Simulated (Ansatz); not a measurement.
C3H12ClNOSiTi (`C[N](C)[Ti]([CH3])([Cl])[O][SiH3]`). The species carries charge 0 and has multiplicity 1. The geometry is a stationary point of PBE0-D4/def2-TZVP. It is one conformer, not always the lowest.

```xyz
20

C     0.919   -1.325    1.971
N     0.744   -0.278    0.992
C     1.920    0.523    0.773
Ti   -0.914   -0.153    0.174
C    -0.989   -1.842   -1.014
Cl   -2.605   -0.303    1.623
O    -0.924    1.245   -0.933
Si   -1.140    2.508   -1.957
H    -0.007   -1.891    2.109
H     1.197   -0.909    2.948
H     1.702   -2.029    1.660
H     2.241    1.015    1.701
H     1.726    1.295    0.027
H     2.756   -0.095    0.418
H    -0.203   -1.810   -1.773
H    -0.864   -2.745   -0.410
H    -1.966   -1.879   -1.509
H    -2.230    3.385   -1.458
H     0.124    3.287   -2.033
H    -1.487    2.001   -3.309
```

Question: What is the dipole moment at B3LYP/def2-TZVPP? (Best estimate.)

Answer: Ansatz gave: 2.99 D, with components (2.97, 0.16, -0.27) D in this frame, pointing from negative to positive charge.

Question: And with PBE, r2SCAN, ωB97M-V? (Best estimate.)

Answer: The calculation gave: PBE 3.00 D, r2SCAN 3.06 D, ωB97M-V 2.95 D.

Question: Give the Mulliken charges with B3LYP, PBE, ωB97M-V in def2-TZVPP. (Estimate.)

Answer: Computed: 
```
atom  B3LYP    PBE  ωB97M-V
  C1  -0.17  -0.16    -0.24
  N2  -0.20  -0.11    -0.19
  C3  -0.19  -0.19    -0.24
 Ti4   0.89   0.72     0.74
  C5  -0.49  -0.49    -0.51
 Cl6  -0.29  -0.26    -0.24
  O7  -0.54  -0.45    -0.52
 Si8   0.33   0.27     0.24
  H9   0.09   0.09     0.10
 H10   0.10   0.09     0.13
 H11   0.09   0.09     0.12
 H12   0.10   0.09     0.12
 H13   0.09   0.09     0.10
 H14   0.09   0.09     0.12
 H15   0.10   0.10     0.12
 H16   0.09   0.10     0.11
 H17   0.10   0.11     0.13
 H18  -0.06  -0.05    -0.03
 H19  -0.07  -0.06    -0.04
 H20  -0.07  -0.05    -0.03
```

B3LYP here is the variant with VWN-RPA as its local correlation; programs differ in this.
